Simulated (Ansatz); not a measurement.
The first iterations of a band of AlFH6OSSi (11 atoms, charge 0, multiplicity 1).

These are results of Ansatz 0.2.0, RKS revPBE/cc-pVDZ, not measurements.

```
movable images  : 9
climbing image  : yes
spring          : 5.0 eV/Å²
optimiser       : quadratic models (default)
start path      : through a guess of the saddle point
force threshold : 0.05 eV/Å
iteration limit : 60
end points      : relaxed
```

Image 0:

```xyz
11
Properties=species:S:1:pos:R:3
Al -0.406 -0.022 -0.005
F -0.599 -0.847 1.502
O 1.153 -0.197 -0.809
Si 2.442 -1.240 -1.135
H 1.961 -2.566 -1.687
H 3.342 -0.585 -2.159
H 3.256 -1.510 0.114
H -1.709 0.317 -0.855
S 0.158 2.289 1.155
H 1.489 2.096 0.907
H 0.229 1.654 2.366
```

Image 10:

```xyz
11
Properties=species:S:1:pos:R:3
Al -0.295 -0.075 0.136
F -0.619 -0.702 1.711
O 1.369 -0.228 -0.438
Si 2.465 -1.281 -1.180
H 1.759 -2.331 -2.014
H 3.378 -0.480 -2.081
H 3.310 -1.985 -0.140
H -1.514 0.032 -0.886
S 0.084 2.374 1.001
H 1.429 2.117 0.991
H -0.051 1.949 2.294
```

| iteration | highest image above the first end (eV) | largest band force component (eV/Å) |
| --- | --- | --- |
| 1 | 3.067 | 14.567 |
| 2 | 1.200 | 5.553 |
| 3 | 0.763 | 2.152 |
| 4 | 0.607 | 0.766 |
| 5 | 0.522 | 0.606 |
| 6 | 0.476 | 0.509 |
| 7 | 0.439 | 0.587 |
| 8 | 0.397 | 0.619 |
| 9 | 0.337 | 0.642 |
| 10 | 0.295 | 0.475 |
| 11 | 0.272 | 0.389 |
| 12 | 0.167 | 0.520 |
| 13 | 0.111 | 0.212 |

Task: Does the band converge within its limit, and where does its top end?

Result: It converged. It ended after 41 iterations with the highest image 0.005 eV above the first end. The top lies less than 8 meV above the higher end, about what the thresholds resolve: the motion is nearly free. A vibrational analysis at the climbing image gives no mode beyond 40i cm⁻¹: the surface is too flat there to confirm a saddle point.

The run took 11 min on 4 threads of AMD EPYC 7R43 64-Core Processor (Zen 3), with other jobs on the host, peak memory 0.19 GiB.
